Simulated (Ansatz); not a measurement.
`CCCCCCCCCC[S][Cu]` with charge -1. Charge -1, multiplicity 2. Geometry r2SCAN-D4/def2-SVP, that of the neutral singlet.

```csv
atom,x (Å),y (Å),z (Å)
C1,2.319,-3.047,4.244
C2,2.328,-2.149,3.013
C3,0.940,-1.652,2.617
C4,0.940,-0.753,1.383
C5,-0.448,-0.270,0.974
C6,-0.443,0.632,-0.258
C7,-1.839,1.077,-0.690
C8,-1.859,2.075,-1.849
C9,-1.271,1.533,-3.152
C10,-1.359,2.514,-4.314
S11,-0.744,1.851,-5.914
Cu12,0.975,0.870,-5.189
H13,3.332,-3.392,4.505
H14,1.910,-2.518,5.121
H15,1.694,-3.941,4.080
H16,2.987,-1.278,3.191
H17,2.775,-2.691,2.159
H18,0.278,-2.521,2.436
H19,0.489,-1.106,3.468
H20,1.593,0.121,1.567
H21,1.401,-1.297,0.536
H22,-0.914,0.270,1.820
H23,-1.099,-1.144,0.783
H24,0.055,0.097,-1.088
H25,0.181,1.524,-0.057
H26,-2.353,1.528,0.179
H27,-2.436,0.187,-0.964
H28,-1.312,2.991,-1.555
H29,-2.901,2.390,-2.035
H30,-0.200,1.273,-3.011
H31,-1.772,0.590,-3.438
H32,-2.416,2.785,-4.495
H33,-0.829,3.450,-4.067
```

At PBE-D4/def2-SVP, BLYP-D4/def2-SVP, PBE0-D4/def2-SVP the highest occupied level of the charge -1 doublet lies above zero (up to 2.15 eV). By energy differences its removal costs 0.38 eV (vertical, to the charge 0 singlet, at PBE0-D4/def2-SVP).

(1) Estimate the α-spin orbital energies around the gap (eV) in Ansatz with PBE-D4/def2-SVP, BLYP-D4/def2-SVP, PBE0-D4/def2-SVP.

Answers

(1) 
| orbital | PBE-D4/def2-SVP | BLYP-D4/def2-SVP | PBE0-D4/def2-SVP |
| --- | --- | --- | --- |
| HOMO−5 | 0.34 | 0.41 | -1.61 |
| HOMO−4 | 0.39 | 0.49 | -1.54 |
| HOMO−3 | 0.59 | 0.66 | -1.53 |
| HOMO−2 | 0.60 | 0.66 | -1.04 |
| HOMO−1 | 1.01 | 1.12 | -0.49 |
| HOMO | 1.96 | 2.15 | 1.26 |
| LUMO | 2.69 | 2.69 | 3.52 |
| LUMO+1 | 3.31 | 3.32 | 4.15 |
| LUMO+2 | 3.47 | 3.49 | 4.35 |
| LUMO+3 | 3.60 | 3.60 | 4.46 |
| LUMO+4 | 3.87 | 3.88 | 4.72 |
| LUMO+5 | 4.29 | 4.30 | 5.18 |
| β HOMO | 1.13 | 1.22 | -0.40 |
| β LUMO | 2.68 | 2.68 | 3.47 |
